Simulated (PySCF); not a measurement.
Species: C₅H₆FN.
Geometry (GFN2-xTB, Å), atoms numbered from 1 in this order:
```xyz
13
C5H6FN angstrom
C     -1.9625   -0.3064   -0.1685
C     -0.5095   -0.6142   -0.1561
F     -0.2397   -1.9138   -0.4080
C      0.5071    0.2259    0.0704
C      1.9556   -0.1678    0.0712
C      0.2308    1.5857    0.3308
N      0.0453    2.6972    0.5438
H     -2.4707   -0.9011    0.5915
H     -2.3878   -0.5756   -1.1358
H     -2.1308    0.7490    0.0224
H      2.5018    0.4120   -0.6719
H      2.3973    0.0353    1.0461
H      2.0587   -1.2257   -0.1537
```

Computed at PBE0/pcSseg-1 (PySCF, non-relativistic), with Q(14N) = 0.02044 b: N7, 14N (I = 1): χzz = -4.569 MHz, η = 0.166.

Q: Where would the pure quadrupole (NQR) lines of 14N at N7 fall for the rigid, isolated species?

A: From ν± = (3/4)|χ|(1 ± η/3) and ν0 = |χ|η/2: ν+ 3.616 MHz, ν− 3.238 MHz, ν0 0.378 MHz (nitrile nitrogen).

In a crystal, neighbours and librations shift these lines. GFN2-xTB bond lengths can be off by several hundredths of an ångström, more for odd bonds, and the gradients follow them. The basis is small and wasn't made for field gradients, so the couplings can be 20 % off.
